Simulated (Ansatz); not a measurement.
Reaction (redistribution): `[SiH3][SiH2][O][SnH3]` + `[CH3][SbH][NH2]` → `[CH3][SbH][SiH3]` + `N[SiH2][O][SnH3]`

Calculated with Ansatz (gas phase, PBE0-D4/def2-TZVP geometries, no zero-point term in ΔE). CCSD(T)/CBS adds triple-zeta CCSD(T) − MP2 to the extrapolated MP2 energy (def2 sets, frozen cores). def2 core potentials past Kr. For Sb, Sn outer-core shells are correlated without core-valence functions, which leaves a few kJ/mol of doubt a bond. One conformer a species, not always the lowest.

```tsv
species	CCSD(T)/CBS(def2) energy (Eh)
`[SiH3][SiH2][O][SnH3]`	-872.19319
`[CH3][SbH][NH2]`	-336.37630
`[CH3][SbH][SiH3]`	-571.34920
`N[SiH2][O][SnH3]`	-637.26698
```

Problem. Work out ΔE.

Solution. ΔE = (-571.34920) + (-637.26698) − (-872.19319) − (-336.37630) = -0.04669 Eh = -122.6 kJ/mol.

Largest T1 diagnostic among the species: 0.014.

From PBE to PBE0 (25 % exact exchange), in def2-TZVPP and without D4, ΔE moves by −7.5 kJ/mol. The D4 term adds −4.0 kJ/mol with B3LYP and −2.1 kJ/mol with PBE0; it sums over pairs of atoms, weighted by their polarisabilities, and B3LYP, whose exchange is more repulsive, gets the larger term.

B3LYP here is the variant with VWN-RPA as its local correlation; programs differ in this.
